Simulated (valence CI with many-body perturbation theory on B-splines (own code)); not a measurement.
# Energy levels of Au⁴⁷⁺

Level of theory: valence CI with perturbative core correlation (CI+MBPT): four valence electrons over a frozen Dirac-Fock core [Ar] 3d10, a basis of 11 s, 11 p, 9 d, 7 f, 5 g, 2 h, 1 i functions for each j, with the one-electron correlation potential Σ1, the two-electron term Σ2, the three-electron term Σ3, Breit, model QED; selected CI, second order for the rest (own B-spline code, finite nucleus).

The last digits are not significant, and no measured levels were compared; by estimate large intervals hold to a few tenths of a per cent, small ones and those within an open d or f shell to about a per cent.

Levels 46 to 67 of 67, with energies above the lowest level, (4s^2 4p1/2^2) J=0. "Leading %" is the weight of the configuration and term that name the level; weights of strongly mixed levels are sums over their largest components and can fall short. In the jj column 3d3/2^4 stands for four electrons in 3d with j = 3/2. Lifetimes count E1, E2, E3, M1 and M2 decay at the calculated energies, and are blank where another channel may lead or the interval is too uncertain; long ones can be off by a factor of two.

```csv
No.,Configuration,Term,J,E (Ry),Leading %,Second component,g,Lifetime,Leading jj
46,4s 4p2 4d,3D,2,41.202,28,24 % 4s 4p2 4d 5P,1.422,488 fs,4s 4p1/2 4p3/2 4d3/2 (90 %)
47,4s 4p2 4d,5D,4,41.354,49,33 % 4s 4p2 4d 5F,1.394,186 ps,4s 4p1/2 4p3/2 4d5/2 (99 %)
48,4s 4p2 4d,3D,1,41.367,36,17 % 4s 4p2 4d 5P,1.059,707 fs,4s 4p1/2 4p3/2 4d3/2 (92 %)
49,4s 4p2 4d,3G,3,41.606,45,21 % 4s 4p2 4d 1F,0.913,688 fs,4s 4p1/2 4p3/2 4d3/2 (87 %)
50,4s 4p2 4d,3G,5,42.160,57,42 % 4s 4p2 4d 5F,1.278,56.4 ps,4s 4p1/2 4p3/2 4d5/2 (98 %)
51,4s 4p2 4d,3D,1,42.203,54,11 % 4s 4p2 4d 3P,0.947,443 fs,4s 4p1/2 4p3/2 4d3/2 (75 %)
52,4s 4p2 4d,3P,2,42.235,38,16 % 4s 4p2 4d 5D,1.361,2.26 ps,4s 4p1/2 4p3/2 4d5/2 (94 %)
53,4s 4p2 4d,3P,0,42.606,77,10 % 4s 4p2 4d 1S,,405 fs,4s 4p1/2 4p3/2 4d3/2 (83 %)
54,4s 4p2 4d,3F,3,42.722,39,18 % 4s 4p2 4d 5D,1.240,1.93 ps,4s 4p1/2 4p3/2 4d5/2 (91 %)
55,4s 4p2 4d,3F,2,42.776,35,16 % 4s 4p2 4d 1D,0.999,337 fs,4s 4p1/2 4p3/2 4d3/2 (80 %)
56,4s 4p2 4d,3P,1,43.046,46,19 % 4s 4p2 4d 3D,1.194,1.01 ps,4s 4p1/2 4p3/2 4d5/2 (65 %)
57,4s 4p2 4d,3D,3,43.123,57,20 % 4s 4p2 4d 3F,1.278,1.21 ps,4s 4p1/2 4p3/2 4d5/2 (88 %)
58,4s 4p2 4d,1D,2,43.227,38,20 % 4s 4p2 4d 3P,1.120,1.44 ps,4s 4p1/2 4p3/2 4d5/2 (80 %)
59,4s 4p2 4d,1G,4,43.267,47,30 % 4s 4p2 4d 3F,1.145,2.80 ps,4s 4p1/2 4p3/2 4d5/2 (89 %)
60,4s 4p2 4d,3D,3,43.745,39,25 % 4s 4p2 4d 3F,1.223,762 fs,4s 4p1/2 4p3/2 4d5/2 (92 %)
61,4s 4p2 4d,3F,4,43.810,46,35 % 4s 4p2 4d 3G,1.157,1.02 ps,4s 4p1/2 4p3/2 4d5/2 (90 %)
62,4s 4p2 4d,3D,1,43.833,45,24 % 4s 4p2 4d 1P,0.858,1.41 ps,4s 4p1/2 4p3/2 4d5/2 (94 %)
63,4s 4p2 4d,3P,1,44.318,32,28 % 4s 4p2 4d 3S,1.366,1.06 ps,4s 4p1/2 4p3/2 4d5/2 (95 %)
64,4s 4p2 4d,3P,0,44.400,45,43 % 4s 4p2 4d 1S,,982 fs,4s 4p1/2 4p3/2 4d5/2 (86 %)
65,4s 4p2 4d,3D,2,44.408,45,22 % 4s 4p2 4d 1D,1.164,877 fs,4s 4p1/2 4p3/2 4d5/2 (93 %)
66,4s 4p2 4d,1F,3,44.537,40,18 % 4s 4p2 4d 3F,1.064,704 fs,4s 4p1/2 4p3/2 4d5/2 (90 %)
67,4s 4p2 4d,3P,2,44.728,38,18 % 4s 4p2 4d 3F,1.160,565 fs,4s 4p1/2 4p3/2 4d5/2 (90 %)
```
